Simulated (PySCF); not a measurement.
**Peak assignment**

Numbering as in the mapped SMILES `[CH3:1][CH2:2][C@H:3]1[CH2:4][Si@@H:5]([NH2:6])[CH2:7]1`. Hydrogens are named by the atom that carries them. Ha(C4), Ha(C7) are cis to C2 on the ring; Hb(C4), Hb(C7) are trans to C2 on the ring.

Computed data (PySCF 2.14.0 with density-fitted response routines): σ from GIAO-PBE0/pcSseg-1, geometry from GFN2-xTB. No solvent model, one averaged value for each set of equivalent atoms, a single conformation, non-relativistic.

δ = σ(ref) − σ, references computed at the same level: 13C (186.93 ppm), 1H (31.72 ppm) vs TMS.

**Question.** Assign these signals to the numbered atoms. 13C{1H} NMR (computed): δ 39.8 (CH2), 32.7 (CH), 23.4 (CH2), 14.3 (CH3).

**Answer.** 
| δ (ppm) | atoms | environment | reason |
| --- | --- | --- | --- |
| 39.8 | C2 | sp3 CH2 | saturated and bonded to C and H only |
| 32.7 | C3 | sp3 CH in a ring | a saturated carbon with 3 carbon neighbours and no heteroatom attached |
| 23.4 | C4/C7 | sp3 CH2 bonded to Si | – |
| 14.3 | C1 | methyl carbon | a saturated carbon with 1 carbon neighbour and no heteroatom attached |

**Question.** Assign these signals to the numbered atoms. 1H NMR (400 MHz, computed): δ 5.62 (m, 1H), 1.91 (m, 1H), 1.55 (m, 2H), 1.47 (m, 2H), 0.96 (t, 3H), 0.89 (m, 2H), 0.34 (br s, 2H).

**Answer.** 
5.62 → H(Si5), hydrogen on a silicon bonded to 2 C, N, in a 4-membered ring
1.91 → H(C3), hydrogen on an sp3 CH in a ring
1.55 → Hb(C4)/Hb(C7), hydrogen on an sp3 CH2 bonded to Si
1.47 → H(C2), hydrogen on an sp3 CH2: far from electronegative atoms and π systems
0.96 → H(C1), hydrogen on a methyl carbon: far from electronegative atoms and π systems
0.89 → Ha(C4)/Ha(C7), hydrogen on an sp3 CH2 bonded to Si: an electropositive neighbour shields it, as in TMS itself
0.34 → H(N6), hydrogen on a nitrogen bonded to Si: exchangeable; this is the value without hydrogen bonding to other molecules

Hb(C4)/Hb(C7) and H(C2); H(C1) and Ha(C4)/Ha(C7) lie closer than the usual error of such a calculation, so a measured spectrum could show them in the other order.

The OH or NH signal is concentration- and solvent-dependent in practice; the value given is the gas-phase one. Shifts are as computed. Against solution values, carbons near 30 ppm lie about +3 ppm off and those near 130 ppm about +5 ppm. Of 1211 compounds with measured shifts, 218 miss one by over three times the rms of a fit or turn the order of signals round; such compounds aren't used in these exercises. No couplings were computed; multiplicities are counted from neighbouring protons, with m where these are inequivalent, close in shift, in a saturated or five-membered ring or joined by F or P, and br s for small geminal =CH2 splittings.
